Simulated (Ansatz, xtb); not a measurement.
**Ranking isomers of C5H5FO2**

3 gas-phase structures of C5H5FO2, from a drawn sample of its isomers (lower ones may exist). Each was relaxed with GFN2-xTB:

A. `OC1=COC(F)=CC1`, a singlet
B. `O=C1CC=C(F)OC1`, a singlet
C. `OC1=CC=C(F)OC1`, a singlet

Make a reasoned guess at their ranking by r2SCAN-D4/def2-SVP single-point energy.

Calculated order at r2SCAN-D4/def2-SVP: B (0.0), A (10.3), C (11.5) kcal/mol.

Energies above the lowest of each column, in kcal/mol; the last columns are at PBE-D3(BJ)/def2-SVP geometries:

```
structure  GFN2-xTB  HF/STO-3G  r2SCAN-D4/def2-SVP  PBE-D3(BJ)/def2-SVP  CCSD(T)/def2-SVP + ΔMP2/def2-TZVPP
        B       0.0        0.0                 0.0                  0.0                                 0.0
        A       2.2       13.0                10.3                  9.8                                 9.5
        C       4.8       16.0                11.5                 10.0                                 9.7
```

Every level run on B puts it lowest or level with the lowest. Flexible structures stand in one conformer each, not always the lowest. ΔMP2 is the change of the MP2 energy from the smaller to the larger basis.

Programs: Ansatz 0.2.0, xtb 6.7.1.
